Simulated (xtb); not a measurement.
Job for xtb: GFN2-xTB on GaH6N3 (SMILES [NH2][Ga]([NH2])[NH2]), a point of a torsion scan.

```
$ xtb mol.xyz --gfn 2 --sp --chrg 0 --uhf 0
10

N     -0.90062785     1.54357774    -0.04505405
Ga     0.27179881     0.31609735    -0.77854268
N     -0.32712746    -0.69640867    -2.17730490
N      1.96087265     0.04865592    -0.12137558
H     -1.75793646     1.14957173     0.33275514
H     -0.50247865     2.12086658     0.69201446
H      0.31502215    -1.17931669    -2.79338979
H     -1.11291240    -0.35490573    -2.71748411
H      2.39613684     0.71899170     0.50026598
H      2.67606943    -0.38147910    -0.69381997
```

Output:

```
[...]
           -------------------------------------------------
          |                Calculation Setup                |
           -------------------------------------------------



           -------------------------------------------------
          |                 G F N 2 - x T B                 |
           -------------------------------------------------

        Reference                      10.1021/acs.jctc.8b01176
      * Hamiltonian:
        H0-scaling (s, p, d)           1.850000    2.230000    2.230000
        zeta-weighting                 0.500000
      * Dispersion:
        s8                             2.700000
        a1                             0.520000
        a2                             5.000000
        s9                             5.000000
      * Repulsion:
        kExp                           1.500000    1.000000
        rExp                           1.000000
      * Coulomb:
        alpha                          2.000000
        third order                    shell-resolved
        anisotropic                    true
        a3                             3.000000
        a5                             4.000000
        cn-shift                       1.200000
        cn-exp                         4.000000
        max-rad                        5.000000


          ...................................................
          :                      SETUP                      :
          :.................................................:
          :  # basis functions                  28          :
          :  # atomic orbitals                  27          :
          :  # shells                           15          :
          :  # electrons                        24          :
          :  max. iterations                   250          :
          :  Hamiltonian                  GFN2-xTB          :
          :  restarted?                      false          :
          :  GBSA solvation                  false          :
          :  PC potential                    false          :
          :  electronic temp.          300.0000000     K    :
          :  accuracy                    1.0000000          :
          :  -> integral cutoff          0.2500000E+02      :
          :  -> integral neglect         0.1000000E-07      :
          :  -> SCF convergence          0.1000000E-05 Eh   :
          :  -> wf. convergence          0.1000000E-03 e    :
          :  Broyden damping             0.4000000          :
          :  net charge                          0          :
          :  unpaired electrons                  0          :
          ...................................................

 iter      E             dE          RMSdq      gap      omega  full diag
   1    -13.0959212 -0.130959E+02  0.978E+00    3.51       0.0  T
   2    -13.1455877 -0.496665E-01  0.550E+00    4.20       1.0  T
   3    -13.1457154 -0.127627E-03  0.230E+00    3.81       1.0  T
   4    -13.1500028 -0.428740E-02  0.473E-01    3.96       1.0  T
   5    -13.1501195 -0.116740E-03  0.152E-01    3.99       1.0  T
   6    -13.1501337 -0.142032E-04  0.720E-02    3.99       1.0  T
   7    -13.1501339 -0.217688E-06  0.287E-02    3.99       1.1  T
   8    -13.1501342 -0.261320E-06  0.284E-03    3.99      11.1  T
   9    -13.1501342  0.260471E-09  0.264E-03    3.99      12.0  T
  10    -13.1501342 -0.219870E-08  0.268E-04    3.99     117.9  T
  11    -13.1501342  0.113918E-10  0.310E-04    3.99     102.1  T

   *** convergence criteria satisfied after 11 iterations ***

         #    Occupation            Energy/Eh            Energy/eV
      -------------------------------------------------------------
         1        2.0000           -0.6006727             -16.3451
       ...           ...                  ...                  ...
         6        2.0000           -0.5049157             -13.7395
         7        2.0000           -0.4977426             -13.5443
         8        2.0000           -0.4466324             -12.1535
         9        2.0000           -0.4417739             -12.0213
        10        2.0000           -0.3896951             -10.6041
        11        2.0000           -0.3848800             -10.4731
        12        2.0000           -0.3779084             -10.2834 (HOMO)
        13                         -0.2312620              -6.2930 (LUMO)
        14                         -0.0859157              -2.3379
        15                          0.0439369               1.1956
        16                          0.0482516               1.3130
        17                          0.0595944               1.6216
       ...                                ...                  ...
        27                          1.1581905              31.5160
      -------------------------------------------------------------
                  HL-Gap            0.1466464 Eh            3.9905 eV
             Fermi-level           -0.3045852 Eh           -8.2882 eV

 SCC (total)                   0 d,  0 h,  0 min,  0.004 sec
 SCC setup                      ...        0 min,  0.000 sec (  2.058%)
 Dispersion                     ...        0 min,  0.000 sec (  1.015%)
 classical contributions        ...        0 min,  0.000 sec (  0.422%)
 integral evaluation            ...        0 min,  0.001 sec ( 18.628%)
 iterations                     ...        0 min,  0.002 sec ( 50.338%)
 molecular gradient             ...        0 min,  0.001 sec ( 25.591%)
 printout                       ...        0 min,  0.000 sec (  1.793%)

         :::::::::::::::::::::::::::::::::::::::::::::::::::::
         ::                     SUMMARY                     ::
         :::::::::::::::::::::::::::::::::::::::::::::::::::::
         :: total energy             -13.020728815970 Eh    ::
         :: gradient norm              0.004429891485 Eh/a0 ::
         :: HOMO-LUMO gap              3.990451333462 eV    ::
         ::.................................................::
         :: SCC energy               -13.150125766271 Eh    ::
         :: -> isotropic ES            0.051760671061 Eh    ::
         :: -> anisotropic ES          0.001329528544 Eh    ::
         :: -> anisotropic XC          0.006249749646 Eh    ::
         :: -> dispersion             -0.004323602476 Eh    ::
         :: repulsion energy           0.129396950301 Eh    ::
         :: add. restraining           0.000000000000 Eh    ::
         :: total charge              -0.000000000000 e     ::
         :::::::::::::::::::::::::::::::::::::::::::::::::::::

           -------------------------------------------------
          |                Property Printout                |
           -------------------------------------------------

    * Orbital Energies and Occupations

         #    Occupation            Energy/Eh            Energy/eV
      -------------------------------------------------------------
         1        2.0000           -0.6006727             -16.3451
         2        2.0000           -0.5855441             -15.9335
         3        2.0000           -0.5836268             -15.8813
         4        2.0000           -0.5453659             -14.8402
         5        2.0000           -0.5075407             -13.8109
         6        2.0000           -0.5049157             -13.7395
         7        2.0000           -0.4977426             -13.5443
         8        2.0000           -0.4466324             -12.1535
         9        2.0000           -0.4417739             -12.0213
        10        2.0000           -0.3896951             -10.6041
        11        2.0000           -0.3848800             -10.4731
        12        2.0000           -0.3779084             -10.2834 (HOMO)
        13                         -0.2312620              -6.2930 (LUMO)
        14                         -0.0859157              -2.3379
        15                          0.0439369               1.1956
        16                          0.0482516               1.3130
        17                          0.0595944               1.6216
        18                          0.0765966               2.0843
        19                          0.0833566               2.2682
        20                          0.1449890               3.9454
        21                          0.1552170               4.2237
        22                          0.2150548               5.8519
        23                          0.2231288               6.0716
       ...                                ...                  ...
        27                          1.1581905              31.5160
      -------------------------------------------------------------
                  HL-Gap            0.1466464 Eh            3.9905 eV
             Fermi-level           -0.3045852 Eh           -8.2882 eV

     #   Z          covCN         q      C6AA      α(0)
     1   7 N        2.526    -0.352    29.098     8.011
     2  31 Ga       2.427     0.002   218.754    33.168
     3   7 N        2.528    -0.349    29.037     8.003
     4   7 N        2.528    -0.351    29.066     8.007
     5   1 H        0.861     0.176     1.237     1.742
     6   1 H        0.861     0.173     1.252     1.753
     7   1 H        0.861     0.174     1.249     1.751
     8   1 H        0.861     0.180     1.213     1.725
     9   1 H        0.861     0.173     1.257     1.756
    10   1 H        0.861     0.174     1.250     1.751

 Mol. C6AA /au·bohr⁶  :       1374.309167
 Mol. C8AA /au·bohr⁸  :      63554.580179
 Mol. α(0) /au        :         67.666707


Wiberg/Mayer (AO) data.
largest (>0.10) Wiberg bond orders for each atom

 ---------------------------------------------------------------------------
     #   Z sym  total        # sym  WBO       # sym  WBO       # sym  WBO
 ---------------------------------------------------------------------------
     1   7 N    3.219 --     2 Ga   1.147     6 H    0.920     5 H    0.915
                             4 N    0.115     3 N    0.111
     2  31 Ga   3.769 --     3 N    1.181     4 N    1.175     1 N    1.147
     3   7 N    3.245 --     2 Ga   1.181     7 H    0.921     8 H    0.918
                             1 N    0.111     4 N    0.106
     4   7 N    3.245 --     2 Ga   1.175    10 H    0.922     9 H    0.921
                             1 N    0.115     3 N    0.106
     5   1 H    0.969 --     1 N    0.915
     6   1 H    0.970 --     1 N    0.920
     7   1 H    0.970 --     3 N    0.921
     8   1 H    0.968 --     3 N    0.918
     9   1 H    0.970 --     4 N    0.921
    10   1 H    0.970 --     4 N    0.922
 ---------------------------------------------------------------------------

Topologies differ in total number of bonds
Writing topology from bond orders to xtbtopo.mol

molecular dipole:
                 x           y           z       tot (Debye)
 q only:        0.153       0.081      -0.025
   full:        0.329       0.174       0.025       0.948
molecular quadrupole (traceless):
                xx          xy          yy          xz          yz          zz
 q only:        2.050      -0.202      -3.361      -0.360       3.604       1.311
  q+dip:        3.201       0.310      -5.545      -1.287       5.282       2.344
   full:        2.335       1.478      -4.977      -2.441       3.888       2.643


           -------------------------------------------------
          | TOTAL ENERGY              -13.020728815970 Eh   |
          | GRADIENT NORM               0.004429891485 Eh/α |
          | HOMO-LUMO GAP               3.990451333462 eV   |
           -------------------------------------------------

------------------------------------------------------------------------
------------------------------------------------------------------------
 total:
Note: The following floating-point exceptions are signalling: IEEE_UNDERFLOW_FLAG IEEE_DENORMAL
normal termination of xtb
 SCF:
```

The run finished.

Cost: very roughly 0.020 core-seconds.
